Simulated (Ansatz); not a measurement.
Species: C5H9, net charge 0, doublet state. It need not be the lowest isomer of its formula. SMILES: C/C=C\C[CH2]
Structure (B3LYP-D3(BJ)/def2-TZVP (Ansatz, a program for electronic structure) minimum search):
```xyz
14

C      2.0754     0.8494    -0.0247
C      1.1781    -0.3351    -0.1324
C     -0.1092    -0.0317    -0.8470
C     -1.3404    -0.0500    -0.3414
C     -1.7527    -0.3877     1.0576
H      1.6595     1.8416     0.0831
H      3.1470     0.7298     0.0589
H      0.9698    -0.7412     0.8673
H      1.7039    -1.1391    -0.6614
H      0.0068     0.2525    -1.8887
H     -2.1563     0.2096    -1.0102
H     -0.9077    -0.6135     1.7063
H     -2.3067     0.4422     1.5057
H     -2.4240    -1.2514     1.0661
```
Charge 0, spin multiplicity 2.

Computed values are from Ansatz. Cores are frozen in the correlated levels unless marked. Open shells are spin-unrestricted. Spin-orbit coupling is left out. No relativistic terms. CBS marks a two-point X^-3 extrapolation of the correlation energy; Hartree-Fock from the larger set.

The atomisation energy De is 1338.2 kcal/mol at CCSD(T)/CBS(cc-pVTZ,cc-pVQZ). The total energy is -195.5795 Eh at CCSD(T)/CBS(cc-pVTZ,cc-pVQZ) and the dipole moment is 0.45 D at CCSD(T)/aug-cc-pVDZ. The T1 diagnostic is 0.012 at CCSD/cc-pVQZ.
